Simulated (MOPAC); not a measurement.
Diatomic LiO+, multiplicity 3 (lowest of 2S+1 = 1, 3, 5 at CCSD(T)/def2-TZVPP on PBE0 minima; our sources give no spin for the ground state, which may be another).

Seven points along R, fitted to fifth degree in 1/R; most abundant isotopes. Runs in def2 and cc sets follow the lowest solution found near the PBE0 minimum.

The state that PM7 reach isn't checked; PM7 holds dispersion and hydrogen-bond terms.

Codes used: MOPAC for PM7 (differences of heats of formation). Values without a source in brackets are computed.

Energies at PM7:

| R (Å) | E (hartree) |
|---|---|
| 1.930825 | 0.32242036 |
| 1.982729 | 0.32165860 |
| 2.030481 | 0.32120390 |
| 2.084461 | 0.32092676 |
| 2.138441 | 0.32085622 |
| 2.200725 | 0.32097860 |
| 2.273391 | 0.32132967 |

Question: With a reduced mass of 4.8768 u, find the minimum, the force constant and the constants.

Answer: A fifth-degree polynomial in 1/R puts the minimum at r_e = 2.1324 Å with force constant 25.4 N/m. Then ω_e = (1/2πc)√(k/μ) = 297 cm⁻¹ and B_e = h/(8π²cμr_e²) = 0.7602 cm⁻¹; the cubic and quartic terms give α_e = 0.023 and ω_e x_e = 7.9 cm⁻¹.
